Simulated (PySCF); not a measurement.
Br₂Si, neutral, multiplicity 1. Atoms are numbered in the order given.

```xyz
3

Si     0.0000     0.0000     1.1802
Br     0.0000     1.7467    -0.2360
Br     0.0000    -1.7467    -0.2360
```
Charge 0, spin multiplicity 1.

Geometry: PBE0-D3(BJ)/def2-TZVP. The isomer is the one that the SMILES or the coordinates give; other isomers of the formula were not compared.

All values below come from PBE/def2-TZVPD (PySCF).

Mulliken values depend strongly on the basis, most of all with diffuse functions as here. ESP charges are fitted to the potential on shells at 1.4 to 2.0 van der Waals radii. Atomic charges (e):

```tsv
atom	ESP fit	Mulliken
Si1	0.12	0.27
Br2	-0.06	-0.14
Br3	-0.06	-0.14
```
